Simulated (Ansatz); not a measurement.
Species: sum formula BN2H4Br (charge 0, singlet). 
Geometry from a B3LYP-D3(BJ)/def2-TZVP (Ansatz, an electronic-structure program) optimisation:
```xyz
8

N      1.2961    -1.5500     0.2936
B      0.0337    -0.9635     0.1149
N     -1.1839    -1.6610     0.0892
Br    -0.0346     0.9913    -0.1182
H      2.1410    -1.0087     0.3048
H      1.4346    -2.5379     0.4205
H     -2.0640    -1.1969    -0.0418
H     -1.2530    -2.6582     0.1990
```

Property: vertical ionisation energy (to the doublet state of charge +1; each state is the SCF solution reached for its spin; the UHF <S^2> is 0.90 for the doublet (pure: 0.75); for the doublet the Hartree-Fock reference is unstable and T1 is 0.023), in eV. Correlated levels leave the core frozen unless marked. Open shells are spin-unrestricted. No spin-orbit coupling. Frozen are the shells of the preceding noble gas and the d and f shells that filled before the atom's block. No relativistic terms. 

| level | program | vertical ionisation energy (eV) |
|---|---|---|
| SVWN5/def2-TZVPD | Ansatz | 9.52 |
| PBE/def2-TZVPD | Ansatz | 9.30 |
| B3LYP/def2-TZVPD | Ansatz | 9.63 |
| wB97M-V/def2-TZVPD | Ansatz | 9.87 |
| wB97X-V/def2-TZVPD | Ansatz | 9.88 |
| RI-MP2/aug-cc-pVTZ | Ansatz | 10.24 |
| RI-MP2/aug-cc-pVQZ | Ansatz | 10.31 |
| SCS-MP2/aug-cc-pVDZ | Ansatz | 10.05 |
| CCSD/aug-cc-pVTZ | Ansatz | 9.87 |
